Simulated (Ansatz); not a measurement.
Two isomers of C4H3F5: A = `F[C@@H]1[C@@H](F)C(F)(F)[C@H]1F`, B = `F/C(=C/C(F)F)C(F)F`.

Program: Ansatz. Geometries: PBE0-D4/def2-TZVP. ΔE: electronic, gas phase. CCSD(T)/CBS adds triple-zeta CCSD(T) − MP2 to the extrapolated MP2 energy (def2 sets, frozen cores). DFT in def2-TZVPP. B3LYP here is the variant with VWN-RPA as its local correlation; programs differ in this. One conformer a species, not always the lowest.

Problem. Which isomer does CCSD(T)/CBS put lower? Give the gap. (Best estimate.)

Solution. The calculation gave: B, by 25.9 kJ/mol.

Problem. Give E(B) − E(A) in kJ/mol with MP2/def2-TZVPP, CCSD/def2-TZVPP, B2PLYP, B3LYP-D4, LDA (SPW92), B3LYP, r2SCAN-D4. (Best estimate.)

Solution. The calculation gave: MP2/def2-TZVPP -23.8, CCSD/def2-TZVPP -23.8, B2PLYP -35.7, B3LYP-D4 -38.1, LDA (SPW92) -9.1, B3LYP -40.5, r2SCAN-D4 -27.6. None reverses the order clearly.

Problem. Does the order hold for the free energy at 298.15 K (harmonic terms from PBE0-D4)? (An estimate is asked.)

Solution. Computed: Yes: G(B) − G(A) = -35.0 kJ/mol, for one conformer each. Modes under 60 cm⁻¹, often nearly free rotors, make the harmonic entropy too high.

Largest T1 diagnostic: 0.012.

In def2-TZVPP, CCSD(T) changes the Hartree–Fock value by +7.2 kJ/mol (the triples alone add −2.5 kJ/mol) and MP2 by +9.7 kJ/mol. From BLYP to BHLYP (50 % exact exchange), in def2-TZVPP and without D4, E(B) − E(A) moves by +21.8 kJ/mol.
